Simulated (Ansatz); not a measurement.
Consider the hydrogenolysis of a C–O bond: `CC(O)[SiH2]O` + H₂ → `CC[SiH2]O` + H₂O.

Computed with Ansatz on PBE0-D4/def2-TZVP structures; ΔE is electronic, products minus reactants. CCSD(T)/CBS adds triple-zeta CCSD(T) − MP2 to the extrapolated MP2 energy (def2 sets, frozen cores). This one scheme is used for every species. Functionals use def2-TZVPP. Each species was taken in one conformer, which may not be the lowest.

| species | ωB97M-V energy (Eh) |
| --- | --- |
| `CC(O)[SiH2]O` | -520.99737 |
| H₂ | -1.16132 |
| `CC[SiH2]O` | -445.76720 |
| H₂O | -76.43342 |

Task: Work out ΔE.

Result: ΔE = (-445.76720) + (-76.43342) − (-520.99737) − (-1.16132) = -0.04193 Eh = -26.3 kcal/mol. CCSD(T)/CBS gives -27.9 kcal/mol.

Largest T1 diagnostic among the species: 0.011.

The D4 term adds +1.6 kcal/mol with B3LYP and +0.8 kcal/mol with PBE0; it sums over pairs of atoms, weighted by their polarisabilities, and B3LYP, whose exchange is more repulsive, gets the larger term. In def2-TZVPP, CCSD(T) changes the Hartree–Fock value by +3.3 kcal/mol (the triples alone add +1.1 kcal/mol) and MP2 by +2.6 kcal/mol.

B3LYP here is the variant with VWN-RPA as its local correlation; programs differ in this.
